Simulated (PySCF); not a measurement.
The PySCF input:
```python
from pyscf import gto, scf

mol = gto.M(
    atom='''
Si    0.861351   -0.219520    0.442743
H     2.208714   -0.511862   -0.052597
Cl   -0.839272    0.210890   -0.361518
''',
    basis='6-311g**',
    charge=1,
    spin=1,
    verbose=4,
)

mf = scf.UHF(mol)
mf = mf.density_fit(auxbasis='def2-universal-jkfit')
mf.kernel()
```

Predict the Mulliken (on the basis functions themselves) charges in atom order from DF-HF/6-311G** (PySCF).

Si1 1.00, H2 0.04, Cl3 -0.04

Predict the nuclear repulsion energy from DF-HF/6-311G**.

73.1771 Eh

Estimate the total energy that DF-HF/6-311G** returns for this input.

-748.704022 Ha

What <S^2> does DF-HF/6-311G** give?

0.758

Give the HOMO energy at the level DF-HF/6-311G**.

-17.09 eV

Predict the number of basis functions from DF-HF/6-311G**.

58

These values belong to the state on which the SCF converged, which isn't shown to be the lowest.
